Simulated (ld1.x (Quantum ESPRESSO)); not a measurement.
# What one change does to a pseudopotential (gallium (Ga), RRKJ)

| Item | Value |
| --- | --- |
| Element | gallium (Ga) |
| Generator | ld1.x (Quantum ESPRESSO) 7.5 |
| Type | norm-conserving RRKJ (Kleinman–Bylander form) |
| Functional | PBE |
| Relativity | scalar-relativistic |
| Frozen core | [Ar] |
| Valence charge | 13 |
| Reference configuration | 3d10 4s1 4p2 |
| Partial waves | 4s (bound): rc 1.95 bohr; 3d (bound): rc 0.85 bohr; 4p (bound): rc 1.75 bohr |
| Local potential | the p channel |
| Core correction | none |
| rho0 | 0.005 |

All-electron outer shells of the reference configuration (PBE, scalar-relativistic, ld1.x):

| shell | level (eV) | outermost node (bohr) | outermost maximum (bohr) |
| --- | --- | --- | --- |
| 3s | -150.06 | 0.27 | 0.56 |
| 3p | -100.79 | 0.24 | 0.56 |
| 3d | -21.04 | – | 0.53 |
| 4s | -10.04 | 0.80 | 1.87 |
| 4p | -3.35 | 0.87 | 2.47 |

Change: all radii scaled by about 1.35 (s 2.62, p 2.36, d 1.14 bohr).

Cutoffs: the cutoffs (Ry, on a coarse ladder) from which the occupation-weighted sum of valence levels, in a spherical-Bessel basis at the reference potential, stays within 10 and 1 mRy of its value at 400 Ry; they do not see the model core or the augmentation charge, which bear on the density cutoff. Errors are all-electron minus pseudo energies relative to the spin-unpolarised reference configuration.

**Question.** Predict the effect on cutoff, ghosts and configuration errors.

**Answer.** The bound ghost in s disappears; of the 7 tests that both files solve, the error grows in 5 and shrinks in 1 by more than 15 % and 0.3 meV (median size 2.9 → 6.1 meV).

```csv
quantity,base,changed
"cutoff, loose",260 Ry,160 Ry
"cutoff, tight",over 300 Ry,230 Ry
loose cutoff by channel (10 mRy a level),"s 25 Ry, d 230 Ry, p 6 Ry","s 8 Ry, d 120 Ry, p 6 Ry"
bound ghosts,s,none
"error for 3d10 4s2 4p1, meV [ΔE -6.54 eV]",+2.4,-4.6
"error for 3d10 4s2 4p0, meV [ΔE -0.85 eV]",+2.6,-8.2
"error for 3d10 4s1 4p0, meV [ΔE 20.28 eV]",+3.1,+4.8
"error for 3d9 4s2 4p2, meV [ΔE 13.78 eV]",-781,-445
"error for 3d9 4s0 4p0, meV [ΔE 115.43 eV]",-401,-477
"error for 3d10 4s0 4p3, meV [ΔE 6.83 eV]",+2.9,-6.1
"error for 3d10 4s1 4p1, meV [ΔE 6.52 eV]",0.0,0.0
```

 A true bound ghost makes a file unfit for plane-wave use even where its test errors are small: the radial tests pick states by their node count and pass the ghost by.
